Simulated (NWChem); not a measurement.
System: C₂H₃Br; SMILES C(Br)=C

Here is an NWChem input.

```
start job
memory heap 200 mb stack 900 mb global 1100 mb
geometry units angstroms noautoz
  C     -0.336569     2.099832     0.000000
  C      0.517756     1.084871     0.000000
  Br    -0.028055    -0.747324     0.000000
  H     -1.412880     1.963338     0.000000
  H      0.044207     3.118129     0.000000
  H      1.596196     1.190304     0.000000
end
basis spherical
  * library def2-svp
end
dft
  xc b3lyp
  iterations 150
  mulliken
end
task dft energy
```

Geometry: optimised at B3LYP/6-31G* (spherical d). B3LYP is NWChem's, with the RPA form of VWN correlation.

Give the results of this calculation. (B3LYP/def2-SVP.) Quantities: energy (Ha); highest occupied level (eV); orbital gap (eV); dipole (D).


```
Quantity                        Value
---------------------------  --------
energy (Ha)                  -2651.80
highest occupied level (eV)     -7.06
orbital gap (eV)                 6.72
dipole (D)                       1.35
```
